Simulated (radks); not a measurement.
Results of a calculation; reference values are marked as such.
All-electron atom: Cl II in [Ne] 3s2 3p4. Level of theory: scalar-relativistic Kohn-Sham, PBE, spin-polarised, spherical densities, point nucleus; open shells are filled with parallel spins first (a radial shooting solver on a logarithmic mesh with Libxc functionals).

Unscreened Slater integrals over Kohn-Sham orbitals (hartree). They are taken over the spin-up orbitals.

integral      value
F0(3p,3p)   0.53487
F2(3p,3p)   0.26933
F0(3p,3s)   0.56768
G1(3p,3s)   0.37572
F0(3p,2p)   0.73052
F2(3p,2p)   0.12302
G0(3p,2p)  0.048778
G2(3p,2p)  0.048795
F0(3s,3s)   0.60713
F0(3s,2p)   0.80790
G1(3s,2p)  0.059890
F0(2p,2p)    2.2553
F2(2p,2p)    1.0463

Derived for the open shells (J is the average intra-shell exchange parameter used in DFT+U). 3p: J = F2/5 = 0.05387 hartree; in LS coupling 1D lies 6 F2/25 = 0.06464 hartree above 3P.
